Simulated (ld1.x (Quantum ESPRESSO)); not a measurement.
What one change does to a pseudopotential (bromine, ultrasoft)

bromine (Br), ultrasoft, made with ld1.x (Quantum ESPRESSO) 7.5 (LDA (PZ), scalar-relativistic). Core [Ar], reference 3d10 4s2 4p5. Waves: 4s (bound): rcut 1.25, rcutus 1.65 bohr; 4s channel at -0.15 Ry: rcut 1.25, rcutus 1.65 bohr; 4p (bound): rcut 1.70, rcutus 2.10 bohr; 4p channel at 3.8 Ry: rcut 1.70, rcutus 2.10 bohr; 3d (bound): rcut 0.70, rcutus 0.90 bohr; 3d channel at -3.95 Ry: rcut 0.70, rcutus 0.90 bohr. Local part: all-electron potential smoothed inside 2.00 bohr (lloc = -1). Core correction: Bessel-smoothed model core, default radius (core density twice the valence density). Augmentation charge: PSQ, inside the norm-conserving radii.

Change: core correction none.

Cutoffs: the cutoffs (Ry, on a coarse ladder) from which the occupation-weighted sum of valence levels, in a spherical-Bessel basis at the reference potential, stays within 10 and 1 mRy of its value at 400 Ry; they do not see the model core or the augmentation charge, which bear on the density cutoff. Errors are all-electron minus pseudo energies relative to the spin-unpolarised reference configuration.

Problem. What does the change do?

Solution. Of the 9 tests that both files solve, the error grows in 5 and shrinks in 1 by more than 15 % and 0.3 meV (median size 5.8 → 9.0 meV); neither file shows a bound ghost. The default core radius of the base comes out at 0.25 bohr.

| quantity | base | changed |
| --- | --- | --- |
| cutoff, loose | 200 Ry | 200 Ry |
| cutoff, tight | over 300 Ry | over 300 Ry |
| bound ghosts | none | none |
| error for 3d10 4s2 4p4, meV [ΔE 12.71 eV] | +1.0 | +1.4 |
| error for 3d10 4s2 4p3, meV [ΔE 35.65 eV] | +5.8 | +9.0 |
| error for 3d10 4s2 4p2, meV [ΔE 69.87 eV] | +12 | +24 |
| error for 3d10 4s2 4p5.3, meV [ΔE -2.01 eV] | +0.5 | +0.5 |
| error for 3d9 4s2 4p6, meV [ΔE 64.47 eV] | -1062 | -955 |
| error for 3d10 4s1 4p5, meV [ΔE 25.75 eV] | -2.0 | +0.3 |
| error for 3d10 4s1 4p6, meV [ΔE 12.42 eV] | -11 | -9.7 |
| error for 3d10 4s2 4p5 (spin-polarised), meV [ΔE -0.15 eV] | +2.6 | +5.8 |
| error for 3d10 4s2 4p4 (spin-polarised), meV [ΔE 12.00 eV] | +14 | +31 |
| s: phases at 2.31 bohr within 0.05 rad from the reference energy up to (Ry; the scan ends near 5) | to the end of the scan | to the end of the scan |
| p: phases at 2.31 bohr within 0.05 rad from the reference energy up to (Ry; the scan ends near 5) | 4.7 | 4.7 |
| d: phases at 2.31 bohr within 0.05 rad from the reference energy up to (Ry; the scan ends near 5) | to the end of the scan | to the end of the scan |
| lowest overlap eigenvalue by channel | s 0.38, p 0.47, d 1.00 | s 0.38, p 0.47, d 1.00 |
